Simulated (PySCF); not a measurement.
C5H7FO, SMILES CC(=O)[C@H]1C[C@H]1F.

The structure is a stationary point at B3LYP-D3(BJ)/def2-SVP. One conformer was computed; it need not be the lowest.

All values below come from PBE0/def2-TZVP run with PySCF.

Gas-phase values at a fixed geometry.

Task: Estimate the frontier levels, gap, dipole moment and polarisability. (The exact figures need the calculation; the answer reports its results.)

Result: 
The highest occupied level comes out as -7.37 eV and the lowest empty level comes out as -0.56 eV. The orbital gap comes out as 6.81 eV, the dipole moment comes out as 0.805 e·Å and the quadrupole, principal values (traceless, Buckingham form, about the centre of nuclear charge) is -3.63, -2.61, 6.24 D·Å. The mean static polarisability is 60.5 bohr³ (8.97 Å³) and the polarisability, principal values is 51.5, 59.2, 70.8 bohr³.
